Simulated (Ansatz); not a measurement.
Consider the cleavage of the Si–Si bond: `F[Si](F)(F)[SiH2]Cl` + `C=C[SiH](N)Cl` → `C=C[SiH](Cl)N[SiH2]Cl` + `F[SiH](F)F`.

Isolated molecules relaxed with PBE0-D4/def2-TZVP in Ansatz; ΔE leaves out vibrations. CBS: MP2 limit from def2 TZ/QZ plus the TZ coupled-cluster correction, frozen cores. Functionals use def2-TZVPP. B3LYP here is the variant with VWN-RPA as its local correlation; programs differ in this. One conformer a species, not always the lowest.

```tsv
level	ΔE (kJ/mol)	difference from CCSD(T)/CBS
PBE-D4	-63.2	25.1
r2SCAN-D4	-79.2	9.1
B3LYP-D4	-81.1	7.2
ωB97X-V	-80.5	7.8
B2PLYP	-85.5	2.8
PBE	-59.1	29.2
PBE0	-68.2	20.1
MP2/def2-TZVPP	-100.6	-12.3
SCS-MP2/def2-TZVPP	-99.4	-11.1
CCSD/def2-TZVPP	-91.1	-2.8
CCSD(T)/def2-TZVPP	-90.6	-2.3
HF/def2-QZVPP	-97.5	-9.2
MP2/def2-QZVPP	-99.7	-11.4
SCS-MP2/def2-QZVPP	-98.4	-10.1
HF/CBS(def2)	-97.7	-9.4
CCSD/CBS(def2)	-88.8	-0.5
CCSD(T)/CBS	-88.3	0
```

Largest T1 diagnostic among the species: 0.012.

From PBE to PBE0 (25 % exact exchange), in def2-TZVPP and without D4, ΔE moves by −9.1 kJ/mol. The D4 term adds −5.9 kJ/mol with B3LYP and −3.9 kJ/mol with PBE0; it sums over pairs of atoms, weighted by their polarisabilities, and B3LYP, whose exchange is more repulsive, gets the larger term.
